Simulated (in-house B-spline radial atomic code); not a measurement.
Radial electron density of Cs⁴⁺, [Ar] 3d9 4s2 4p6 4d10 5s2 5p3 5f1. All numbers are computed (scalar-relativistic (X2C) r2SCAN0, spin-polarised, spherical fractional occupations, exact exchange averaged over the configuration; Fermi nucleus of rms radius 4.8041 fm) with an all-electron radial atomic-structure program (B-spline basis), not measured.

One-electron X2C: radii and densities carry no picture-change correction, so inner-shell <1/r> comes out high (for 1s by about 2 % at Z = 33, 5 % at 54, 10 % at 75, 30 % at 118) and <r> low.

Columns: r (bohr), 4πr²n(r) (electrons per bohr), bar.

```
 0.00071    1.961 #
0.000888    2.785 #
 0.00111    3.934 ##
 0.00139    5.543 ###
 0.00173    7.686 ####
 0.00217    10.69 #####
 0.00271    14.62 #######
 0.00339    19.77 #########
 0.00424    26.26 ############
  0.0053    34.12 ################
 0.00662    43.12 ####################
 0.00828    52.75 #########################
  0.0103    61.69 #############################
  0.0129    68.93 #################################
  0.0162    72.58 ##################################
  0.0202    71.74 ##################################
  0.0253    67.38 ################################
  0.0316    63.01 ##############################
  0.0395    63.46 ##############################
  0.0494    71.81 ##################################
  0.0617    84.92 ########################################
  0.0771    93.29 ############################################
  0.0964    88.35 ##########################################
   0.121    73.51 ###################################
   0.151    65.24 ###############################
   0.188    71.14 ##################################
   0.236    76.73 ####################################
   0.294    62.85 ##############################
   0.368    37.81 ##################
    0.46    26.99 #############
   0.575    31.45 ###############
   0.719    31.01 ###############
   0.899    20.43 ##########
    1.12    10.71 #####
     1.4    6.392 ###
    1.76    4.199 ##
     2.2    2.112 #
    2.74   0.8191 
    3.43   0.4164 
    4.29   0.2762 
    5.36   0.1252 
     6.7  0.02888 
    8.38 0.002847 
    10.5 9.761e-05 
    13.1 1.08e-06
```

On this grid the curve has 4 maxima, near 0.0162, 0.0771, 0.236, 0.575 bohr.

The 5f up radial function P(r) = rR(r), positive near the nucleus:

```tsv
r (bohr)	P
0.0395	0.0006373
0.0617	0.002854
0.0964	0.01136
0.151	0.0386
0.236	0.1047
0.368	0.2139
0.575	0.3113
0.899	0.2759
1.4	0.04031
2.2	-0.3422
3.43	-0.5785
5.36	-0.3535
8.38	-0.05335
13.1	-0.001039
```
